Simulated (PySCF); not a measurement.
Compound: CH₉ClSi₃.
InChI=1S/CH9ClSi3/c2-1(3,4)5/h3-5H3

The closed-shell ground state was solved at several levels (PySCF, density fitting, gas phase, non-relativistic). Isolated species at its PBE0-D3(BJ)/def2-SVP geometry, gas phase.

```json
{"level": "PBE0/pcSseg-1", "basis functions": "158", "total energy (Eh)": "-1371.5491", "HOMO (eV)": "-8.26", "LUMO (eV)": "-0.72", "gap (eV)": "7.54", "dipole (D)": "1.28"}
{"level": "HF/pcSseg-2", "basis functions": "334", "total energy (Eh)": "-1369.4677", "HOMO (eV)": "-11.21", "LUMO (eV)": "2.49", "gap (eV)": "13.70", "dipole (D)": "1.50"}
```

(1) Estimate the row for B3LYP/def2-SVPD, a basis of 191 functions; the other rows only guide the guess.

(2) Over all these levels, which gives the widest orbital gap and which the narrowest?

(3) How far do the dipole and the HOMO energy spread over the levels?

## Answers

(1) Total energy -1371.8241 Eh, HOMO -8.01 eV, LUMO -0.93 eV, gap 7.08 eV, dipole 1.20 D.

(2) HF/pcSseg-2 (Hartree–Fock, all exact exchange) has the widest, 13.70 eV, and B3LYP/def2-SVPD (global hybrid, 20 % exact exchange) the narrowest, 7.08 eV. Functional and basis both differ between the two, so the spread mixes both effects. The HOMO need not be the same orbital at Hartree–Fock and at DFT levels.

(3) The dipole runs from 1.20 to 1.50 D (mean 1.33 D) and the HOMO from -11.21 to -8.01 eV.
